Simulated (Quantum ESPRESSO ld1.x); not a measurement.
The mean radii <r> (bohr) of the occupied orbitals of an atom or ion are listed with their occupations. Method: Dirac Kohn-Sham, exchange-only B88, spin-unpolarised, spherical densities, point nucleus; computed with ld1.x of Quantum ESPRESSO 7.5.

| orbital | occ. | <r> |
|---|---|---|
| 1s1/2 | 2 | 0.02318 |
| 2s1/2 | 2 | 0.09845 |
| 2p1/2 | 2 | 0.08244 |
| 2p3/2 | 4 | 0.08897 |
| 3s1/2 | 2 | 0.2602 |
| 3p1/2 | 2 | 0.2499 |
| 3p3/2 | 4 | 0.2624 |
| 3d3/2 | 4 | 0.2340 |
| 3d5/2 | 6 | 0.2379 |
| 4s1/2 | 2 | 0.5907 |
| 4p1/2 | 2 | 0.6051 |
| 4p3/2 | 4 | 0.6331 |
| 4d3/2 | 4 | 0.6746 |
| 4d5/2 | 6 | 0.6843 |
| 5s1/2 | 2 | 1.372 |
| 5p1/2 | 2 | 1.506 |
| 5p3/2 | 4 | 1.576 |
| 4f5/2 | 3 | 0.8711 |

Name the element and its charge. Open shells, if any, fill j = l - 1/2 first.

Answer. Z = 61, promethium, charge +4: Pm4+ in [Xe] 4f3. The 1s radius gives Z: for a bare nucleus <r> = (2 gamma + 1)/(2Z) with gamma = sqrt(1 - (Z/c)^2), 0.02288 bohr for Z = 61, and screening makes it slightly larger (0.02318 here). The occupations add up to 57, and the charge is Z minus that.
